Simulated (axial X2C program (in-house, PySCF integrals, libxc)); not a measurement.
SnSi⁻ at several levels of theory

Calculated with an in-house relativistic program for diatomic molecules. Spin-free means the one-electron spin-free X2C Hamiltonian; two-component (2c) means X2C with spin–orbit coupling and atomic mean-field two-electron Coulomb and Gaunt terms, so the difference of the two also holds small scalar two-electron terms. Basis: Sn dyall-acv3z [12s13p10d5f1g], Si dyall-av3z [9s8p3d2f] (cores contracted in-house); Gaussian nuclei, density fitting, unrestricted open shells. Masses: Sn 119.902 u, Si 27.977 u.

Input:
```json
{
 "zs": [
  50,
  14
 ],
 "q": -1,
 "bas": [
  "dyall-acv3z",
  "dyall-av3z"
 ],
 "levels": [
  "PBE0",
  "HF",
  "BLYP"
 ],
 "cc": true,
 "r0": 2.56,
 "thr": -1.0,
 "nmax": 90,
 "npts": 10,
 "nst": 2,
 "ntry": 6
}
```
```bash
python so2c.py task.json out
```

Keys: zs atomic numbers; q charge; bas basis sets; levels methods; cc coupled cluster on or off; r0 starting distance in Å; thr threshold in hartree for freezing inner shells (an s shell follows its p shell); nmax most natural virtual spinors; npts points on the curve; nst determinants followed; ntry starts of the search. HF also brings MP2.

State, spin-free: M_S = 1/2, Λ = 1 (beyond evenly filled blocks: π+α, π+β, π-α); electrons by block: σα: 15, σβ: 15, π+α: 7, π+β: 7, π-α: 7, π-β: 6, δ+α: 2, δ+β: 2, δ-α: 2, δ-β: 2. Fragments: Sn + Si-.

State, 2c: Ω = 3/2 (⟨Sz⟩ = 0.51, ⟨Lz⟩ = 0.99 at HF); electrons by block: 1/2: 22, -1/2: 22, 3/2: 9, -3/2: 8, 5/2: 2, -5/2: 2. Fragments: Sn- + Si.

```csv
Hamiltonian,level,Re (Å),ωe (cm⁻¹),ωexe (cm⁻¹),αe (cm⁻¹),De (eV),μ (D)
spin-free,PBE0,2.429,383.8,1.18,0.000485,3.09,-3.79
spin-free,BLYP,2.488,340.1,1.04,0.000526,3.31,-3.76
2c,HF,2.499,315.9,1.81,0.000679,n/a,-4.28
```

Dipoles are positive if Si is the positive end and refer to the centre of mass.

The state is one determinant whose occupation by symmetry is held fixed; it was picked as the lowest of a PBE0 search that is not exhaustive. Dissociation energies refer to the lowest single-determinant-based atoms at the same level and basis. De is not given where an atomic determinant may have missed its ground term or J level, or where the truncated virtual space spoils (T). PBE0 can misorder states that lie within some tenths of an eV, so this need not be the ground state of the molecule. The nearest other spin-free determinant of the search, M_S = 1/2, Λ = 0, lies 0.13 eV up at the distance of the search. Without a current term, density functionals place determinants with orbital angular momentum somewhat too high. At some level and bond length an empty orbital lies below a filled one. The highest occupied level of some functionals is positive through self-interaction error; at Hartree–Fock it is bound. The determinant is spin-polarised beyond a pure state at some levels (its spin-free form has ⟨S²⟩ too high), which makes Re and μ there less reliable.

No reliable constants came from BLYP (2c), CCSD (2c), CCSD (spin-free), CCSD(T) (2c), CCSD(T) (spin-free), HF (spin-free), MP2 (2c), MP2 (spin-free), PBE0 (2c): no minimum in range, unconverged points, a curve that is not smooth, a change of character along it, or the two Hamiltonians disagreeing along it.

Rough cost a point (2c) on 1 thread(s) of a shared host, integrals apart: HF 1.2 s.

The whole task took 3.2 min on 1 thread of Arm Neoverse V1 (shared host).
